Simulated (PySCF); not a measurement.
Isomers of C3H2O2. All species are isolated molecules in the gas phase. One relaxed conformer stands for each flexible species; it need not be the lowest. Strings in code marks are SMILES.

The HOMO–LUMO gap from two functionals at the same geometries (B3LYP-D3(BJ)/def2-TZVP), both in PySCF: PBE-D3(BJ)/def2-TZVP and M06-2X/def2-TZVP. 

```tsv
species	M06-2X/def2-TZVP (eV)
`C#COC=O`	9.26
`c1(=O)c(c1)O` (C–C–O–H torsion 0°)	9.13
`O=C1[C@H]2O[C@@H]12`	8.91
```

Task: What does PBE-D3(BJ)/def2-TZVP give for each?

Result: 
- `C#COC=O`: 4.53
- `c1(=O)c(c1)O` (C–C–O–H torsion 0°): 4.20
- `O=C1[C@H]2O[C@@H]12`: 4.16
Over these rows, drawn at random from the members with no instability flagged (it was tested for open shells, ions and some series alone), PBE minus M06-2X: mean -4.80 eV, from -4.93 eV to -4.73 eV.
